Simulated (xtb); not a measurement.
xtb input (GFN2-xTB):

```bash
xtb mol.xyz --gfn 2 --ohess tight --chrg 1 --uhf 0
```
mol.xyz:
```
7

B      0.29552217     0.29830803     0.14303582
F      0.35784928     1.75909810    -0.26852589
O     -1.01971531    -0.32774852     0.21998670
O      1.50434145    -0.43048191     0.37382688
H     -1.20395386    -0.71207778    -0.62790273
H      1.80027280    -0.77270204    -0.57206061
H     -1.75134896     0.10910517     0.72234166
```

Output:

```
           -------------------------------------------------
          |                Calculation Setup                |
           -------------------------------------------------

           -------------------------------------------------
          |                 G F N 2 - x T B                 |
           -------------------------------------------------

        Reference                      10.1021/acs.jctc.8b01176
      * Hamiltonian:
        H0-scaling (s, p, d)           1.850000    2.230000    2.230000
        zeta-weighting                 0.500000
      * Dispersion:
        s8                             2.700000
        a1                             0.520000
        a2                             5.000000
        s9                             5.000000
      * Repulsion:
        kExp                           1.500000    1.000000
        rExp                           1.000000
      * Coulomb:
        alpha                          2.000000
        third order                    shell-resolved
        anisotropic                    true
        a3                             3.000000
        a5                             4.000000
        cn-shift                       1.200000
        cn-exp                         4.000000
        max-rad                        5.000000

          ...................................................
          :                      SETUP                      :
          :.................................................:
          :  # basis functions                  19          :
          :  # atomic orbitals                  19          :
          :  # shells                           11          :
          :  # electrons                        24          :
          :  max. iterations                   250          :
          :  Hamiltonian                  GFN2-xTB          :
          :  restarted?                      false          :
          :  GBSA solvation                  false          :
          :  PC potential                    false          :
          :  electronic temp.          300.0000000     K    :
          :  accuracy                    1.0000000          :
          :  -> integral cutoff          0.2500000E+02      :
          :  -> integral neglect         0.1000000E-07      :
          :  -> SCF convergence          0.1000000E-05 Eh   :
          :  -> wf. convergence          0.1000000E-03 e    :
          :  Broyden damping             0.4000000          :
          :  net charge                          1          :
          :  unpaired electrons                  0          :
          ...................................................

 iter      E             dE          RMSdq      gap      omega  full diag
   1    -15.1329283 -0.151329E+02  0.824E+00    6.56       0.0  T
   2    -15.2238841 -0.909558E-01  0.506E+00    3.93       1.0  T
   3    -15.2252679 -0.138377E-02  0.237E+00    5.24       1.0  T
   4    -15.2403300 -0.150621E-01  0.905E-01    4.32       1.0  T
   5    -15.2430079 -0.267787E-02  0.474E-01    4.90       1.0  T
   6    -15.2444162 -0.140836E-02  0.818E-02    4.66       1.0  T
[...]
   center of mass at/Å    :        0.1983779       0.2948580       0.0119151
  moments of inertia/u·Å² :        0.5117319E+02   0.5360896E+02   0.1047817E+03
rotational constants/cm⁻¹ :        0.3294231E+00   0.3144555E+00   0.1608834E+00

 * 6 selected distances

     #   Z          #   Z                                           value/Å
     1   5 B        2   9 F                                       1.3010318
     1   5 B        3   8 O                                       1.4539018 (max)
     1   5 B        4   8 O                                       1.2886262
     3   8 O        5   1 H                                       0.9741490
     4   8 O        6   1 H                                       0.9621648 (min)
     3   8 O        7   1 H                                       0.9747948

 * 3 distinct bonds (by element types)

   Z      Z             #   av. dist./Å        max./Å        min./Å
   1 H    8 O           3     0.9703695     0.9747948     0.9621648
   5 B    8 O           2     1.3712640     1.4539018     1.2886262
   5 B    9 F           1     1.3010318     1.3010318     1.3010318

           -------------------------------------------------
          |               Frequency Printout                |
           -------------------------------------------------
 projected vibrational frequencies (cm⁻¹)
eigval :       -0.00    -0.00     0.00     0.00     0.00     0.00
eigval :      102.84   330.77   348.44   392.09   510.60   634.02
eigval :      696.05   738.01   852.08  1130.13  1332.42  1573.22
eigval :     3337.48  3346.79  3533.45
 reduced masses (amu)
Molecule has the following symmetry elements: (sigma)
It seems to be the Cs point group
   1: 15.33   2: 17.59   3: 15.89   4: 14.54   5: 14.69   6: 13.21   7:  3.71   8: 11.25
   9:  1.54  10: 13.57  11: 10.66  12:  3.43  13:  9.68  14:  6.93  15:  9.47  16: 12.48
  17:  2.75  18: 12.15  19:  1.65  20:  2.04  21:  1.90
 IR intensities (km·mol⁻¹)
   1: 12.67   2:  1.10   3:  3.64   4: 13.74   5: 22.44   6: 20.32   7:450.72   8: 25.47
   9:  4.17  10: 74.34  11: 21.65  12:397.62  13: 74.85  14: 81.08  15:164.82  16:328.14
  17:312.78  18:563.94  19:231.67  20:259.56  21:231.75
 Raman intensities (Ä⁴*amu⁻¹)
   1:  0.00   2:  0.00   3:  0.00   4:  0.00   5:  0.00   6:  0.00   7:  0.00   8:  0.00
   9:  0.00  10:  0.00  11:  0.00  12:  0.00  13:  0.00  14:  0.00  15:  0.00  16:  0.00
  17:  0.00  18:  0.00  19:  0.00  20:  0.00  21:  0.00
 output can be read by thermo (or use thermo option).
 writing <g98.out> molden fake output.
 recommended (thermochemical) frequency scaling factor: 1.0
           -------------------------------------------------
          |             Thermodynamic Functions             |
           -------------------------------------------------

cs  symmetry found (for desy threshold:  0.10E+00) used in thermo

          ...................................................
          :                      SETUP                      :
          :.................................................:
          :  # frequencies                          15      :
          :  # imaginary freq.                       0      :
          :  linear?                             false      :
          :  only rotor calc.                    false      :
          :  symmetry                               cs      :
          :  rotational number                       1      :
          :  scaling factor                  1.0000000      :
          :  rotor cutoff                   50.0000000 cm⁻¹ :
          :  imag. cutoff                  -20.0000000 cm⁻¹ :
          :.................................................:

    mode    ω/cm⁻¹     T·S(HO)/kcal·mol⁻¹    T·S(FR)/kcal·mol⁻¹   T·S(vib)
   ------------------------------------------------------------------------
       1    102.84    -1.01363 ( 94.71%)    -0.84222 (  5.29%)    -1.00456
   ------------------------------------------------------------------------

   temp. (K)  partition function   enthalpy   heat capacity  entropy
                                   cal/mol     cal/K/mol   cal/K/mol   J/K/mol
 298.15  VIB   5.80                 1546.043     11.373      8.650
         ROT  0.410E+05              888.752      2.981     24.086
         INT  0.238E+06             2434.795     14.353     32.736
         TR   0.505E+27             1481.254      4.968     38.409
         TOT                        3916.0489    19.3216    71.1450   297.6707

       T/K    H(0)-H(T)+PV         H(T)/Eh          T*S/Eh         G(T)/Eh
   ------------------------------------------------------------------------
    298.15    0.624062E-02    0.492033E-01    0.338033E-01    0.154000E-01
   ------------------------------------------------------------------------

         :::::::::::::::::::::::::::::::::::::::::::::::::::::
         ::                  THERMODYNAMIC                  ::
         :::::::::::::::::::::::::::::::::::::::::::::::::::::
         :: total free energy         -15.258242770644 Eh   ::
         ::.................................................::
         :: total energy              -15.273642738039 Eh   ::
         :: zero point energy           0.042962637535 Eh   ::
         :: G(RRHO) w/o ZPVE           -0.027562670140 Eh   ::
         :: G(RRHO) contrib.            0.015399967395 Eh   ::
         :::::::::::::::::::::::::::::::::::::::::::::::::::::

optimized geometry written to: xtbopt.xyz

           -------------------------------------------------
          | TOTAL ENERGY              -15.273642738039 Eh   |
          | TOTAL ENTHALPY            -15.224439479324 Eh   |
          | TOTAL FREE ENERGY         -15.258242770644 Eh   |
          | GRADIENT NORM               0.000243902366 Eh/α |
          | HOMO-LUMO GAP               8.521422904238 eV   |
Note: The following floating-point exceptions are signalling: IEEE_UNDERFLOW_FLAG IEEE_DENORMAL
normal termination of xtb
           -------------------------------------------------

------------------------------------------------------------------------
------------------------------------------------------------------------
 total:
 SCF:
 ANC optimizer:
 analytical hessian:
```

It need not be the lowest isomer of its formula.
